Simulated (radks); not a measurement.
The nuclear charge of the carbon ion C+ is varied continuously with 5 electrons held in [He] 2s2 2p1. Method: scalar-relativistic Kohn-Sham, PBE, spin-polarised, spherical densities, point nucleus; open shells are filled with parallel spins first; computed with a radial shooting solver on a logarithmic mesh with Libxc functionals. By the Hellmann-Feynman theorem dE/dZ = E(electron-nucleus)/Z, the electronic potential at the nucleus. The scalar-relativistic energy here is not variational (the density holds large components alone), so the two differ by a part that grows with Z.

Z	E (hartree)	E(electron-nucleus)/Z (hartree)	HOMO	e(HOMO) (eV)	<r> HOMO (bohr)
5	-24.61300	-11.3832	2p	-4.019	2.255
5.1	-25.76522	-11.6606	2p	-5.059	2.137
5.2	-26.94517	-11.9378	2p	-6.174	2.033
5.3	-28.15283	-12.2148	2p	-7.365	1.940
5.4	-29.38818	-12.4917	2p	-8.629	1.857
5.5	-30.65122	-12.7684	2p	-9.965	1.781
5.6	-31.94193	-13.0451	2p	-11.375	1.712
5.7	-33.26031	-13.3217	2p	-12.856	1.649
5.8	-34.60634	-13.5982	2p	-14.408	1.591
5.9	-35.98003	-13.8747	2p	-16.032	1.537
6	-37.38136	-14.1511	2p	-17.727	1.487
6.1	-38.81034	-14.4275	2p	-19.492	1.440
6.2	-40.26696	-14.7039	2p	-21.328	1.396
6.3	-41.75122	-14.9802	2p	-23.233	1.356
6.4	-43.26311	-15.2565	2p	-25.210	1.317
6.5	-44.80263	-15.5328	2p	-27.255	1.281
6.6	-46.36979	-15.8091	2p	-29.371	1.247
6.7	-47.96458	-16.0854	2p	-31.557	1.215
6.8	-49.58700	-16.3616	2p	-33.812	1.184
6.9	-51.23705	-16.6379	2p	-36.136	1.155
7	-52.91473	-16.9142	2p	-38.530	1.128

The central difference of E at Z = 6 is -14.152 hartree, to compare with the third column; the second derivative is -2.76 hartree.
